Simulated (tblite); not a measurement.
Compound: C₆H₁₃PSSi.
Z-matrix (Å and degrees, GFN2-xTB geometry), rows numbered from 1:
```
C 
C   1  1.4903
C   2  1.3316  1  125.60
P   3  1.8075  2  112.51  1  -177.79
S   4  1.9378  3  117.82  2   129.35
C   4  1.8311  3  106.84  2   -99.27
Si  6  1.9077  4  110.99  3   -69.46
C   4  1.8561  3   91.81  2     8.11
C   2  1.5078  1  117.95  3   177.95
H   1  1.0866  2  111.24  3    -1.29
H   1  1.0899  2  110.15  3  -122.31
H   1  1.0900  2  109.96  3   119.35
H   3  1.0782  2  125.07  1    -2.54
H   6  1.0907  4  108.49  3    53.87
H   6  1.0922  4  106.37  3   170.62
H   7  1.4647  6  105.78  4   179.10
H   7  1.4656  6  108.38  4    61.39
H   7  1.4568  6  110.18  4   -60.61
H   8  1.0916  4  111.89  3  -141.28
H   8  1.0939  4  106.29  3   101.14
H   9  1.0925  2  110.52  1    41.85
H   9  1.0946  2  108.50  1   -75.37
```

Computed values, GFN2-xTB/tblite, gas phase, harmonic and unscaled. The method is semi-empirical: single wavenumbers can be off by several per cent or more. Modes of hydrogen on silicon can be 10 to 20 % off. One conformer, not necessarily the lowest.

Harmonic wavenumbers (cm⁻¹): 39.2, 66.5, 92.6, 111.1, 122.7, 126.1, 182.0, 197.6, 228.6, 297.6, 333.8, 403.7, 428.0, 501.8, 525.6, 535.4, 642.6, 702.8, 714.0, 730.3, 758.0, 764.2, 769.2, 780.9, 789.8, 822.1, 826.3, 876.7, 931.3, 993.8, 1006.0, 1013.0, 1045.3, 1093.8, 1107.0, 1107.8, 1162.3, 1225.0, 1241.5, 1312.6, 1396.8, 1398.3, 1432.7, 1468.3, 1472.6, 1474.0, 1669.2, 2252.5, 2263.7, 2333.2, 2933.4, 2948.7, 2950.7, 2959.9, 2966.6, 2972.0, 2999.5, 3013.9, 3052.2, 3086.9.

A = 1310, B = 714.7, C = 582.2 MHz; mass 176.024 u (most abundant isotopes); point group C1, symmetry number 1.

Task: What is the zero-point energy?

Result: ½Σν̃ = 36827 cm⁻¹ = 440.55 kJ/mol.

Task: Entropy at 200 K, 1 bar (ideal gas, RRHO, classical rotation)?

Result: Translation 165.04, rotation 123.71, vibration 108.21: S = 397.0 J/(mol K).

Task: And Cp and H(200 K) − H(0)?

Result: Cp = 145.66 J/(mol K), of which vibrations give 112.40 (their classical limit is 60 R = 498.9); H(200 K) − H(0) = 18.31 kJ/mol without the zero-point energy, 11.66 from vibrations.

Task: Which modes carry the vibrational entropy at 200 K?

Result: 39.2 cm⁻¹: 18.87; 66.5 cm⁻¹: 14.52; 92.6 cm⁻¹: 11.84; 111.1 cm⁻¹: 10.40; 122.7 cm⁻¹: 9.62; 126.1 cm⁻¹: 9.40 J/(mol K); the other 54 give 33.55 together.

Task: Blend soft modes into free rotors: weight 1/[1 + (100 cm⁻¹/ν̃)⁴] for the oscillator and the rest for a rotor with moment μB/(μ + B), μ = h/(8π²ν), B = 10⁻⁴⁴ kg m². What vibrational entropy results?

Result: 100.81 J/(mol K) in place of 108.21, which changes −T·S at 200 K by +1.48 kJ/mol.

Task: What must be added to the electronic energy to get the Gibbs energy at 200 K and 1 bar?

Result: ZPE + [H(200 K) − H(0)] − T·S = 440.55 + 18.31 − 79.39 = 379.47 kJ/mol.

Hindered rotation and anharmonicity are outside this model. Other conformers, if any are populated, would add a mixing term that is left out. The structure is chiral; the term R ln 2 for an equal mix with its mirror image is left out.
